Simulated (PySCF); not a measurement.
Molfile (atoms numbered from 1):
```
C6H8Si
     RDKit          3D

 15 15  0  0  0  0  0  0  0  0999 V2000
    2.3170   -0.0653    0.8317 Si  0  0  0  0  0  4  0  0  0  0  0  0
    0.5614   -0.0182    0.1968 C   0  0  0  0  0  0  0  0  0  0  0  0
   -0.1437   -1.1970   -0.0484 C   0  0  0  0  0  0  0  0  0  0  0  0
   -1.4517   -1.1644   -0.5102 C   0  0  0  0  0  0  0  0  0  0  0  0
   -2.0769    0.0520   -0.7365 C   0  0  0  0  0  0  0  0  0  0  0  0
   -1.3903    1.2349   -0.4996 C   0  0  0  0  0  0  0  0  0  0  0  0
   -0.0845    1.1980   -0.0377 C   0  0  0  0  0  0  0  0  0  0  0  0
    3.2192    0.7223   -0.0511 H   0  0  0  0  0  0  0  0  0  0  0  0
    2.7821   -1.4766    0.8753 H   0  0  0  0  0  0  0  0  0  0  0  0
    2.4050    0.5143    2.1995 H   0  0  0  0  0  0  0  0  0  0  0  0
    0.3348   -2.1560    0.1226 H   0  0  0  0  0  0  0  0  0  0  0  0
   -1.9831   -2.0910   -0.6955 H   0  0  0  0  0  0  0  0  0  0  0  0
   -3.0983    0.0798   -1.0984 H   0  0  0  0  0  0  0  0  0  0  0  0
   -1.8748    2.1884   -0.6767 H   0  0  0  0  0  0  0  0  0  0  0  0
    0.4382    2.1330    0.1406 H   0  0  0  0  0  0  0  0  0  0  0  0
  1  2  1  0
  2  3  2  0
  3  4  1  0
  4  5  2  0
  5  6  1  0
  6  7  2  0
  7  2  1  0
  1  8  1  0
  1  9  1  0
  1 10  1  0
  3 11  1  0
  4 12  1  0
  5 13  1  0
  6 14  1  0
  7 15  1  0
M  END
```

PySCF 2.14 calculation with shieldings: GIAO B97-2/pcSseg-2 and geometry from PBE0-D3(BJ)/def2-TZVP; one averaged value for each set of equivalent atoms, non-relativistic Hamiltonian, gas phase, a single conformation.

Q: Predict the 2D correlation tables (HSQC, COSY, HMBC).

A: 

HSQC (one-bond C–H):
```csv
δH,δC
7.94 (H11/H15),143.2 (C3/C7)
7.68 (H13),136.6 (C5)
7.64 (H12/H14),134.7 (C4/C6)
```

COSY cross peaks (H two or three bonds apart, from the bond graph; peaks can be absent where the dihedral angle is near 90°):
```csv
δH,δH
7.94 (H11/H15),7.64 (H12/H14)
7.68 (H13),7.64 (H12/H14)
```

HMBC (two and three bonds, from the bond graph):
```csv
δH,δC
7.94 (H11/H15),"143.2 (C3/C7), 136.6 (C5), 135.8 (C2), 134.7 (C4/C6)"
7.68 (H13),"143.2 (C3/C7), 134.7 (C4/C6)"
7.64 (H12/H14),"143.2 (C3/C7), 136.6 (C5), 135.8 (C2), 134.7 (C4/C6)"
4.65 (H8/H9/H10),"143.2 (C3/C7), 135.8 (C2)"
```

Shifts are taken against calculated references (same method and geometry level): ¹H, ¹³C against TMS.

Short H···H contacts in this conformer between protons four or more bonds apart (candidates for NOE cross peaks, intensity ∝ r⁻⁶): H9···H11 2.65 Å.

Shifts are as computed. Against solution values, carbons near 30 ppm lie about +3 ppm off and those near 130 ppm about +7 ppm. Of 1211 compounds with measured shifts, 218 miss one by over three times the rms of a fit or turn the order of signals round; such compounds aren't used in these exercises.
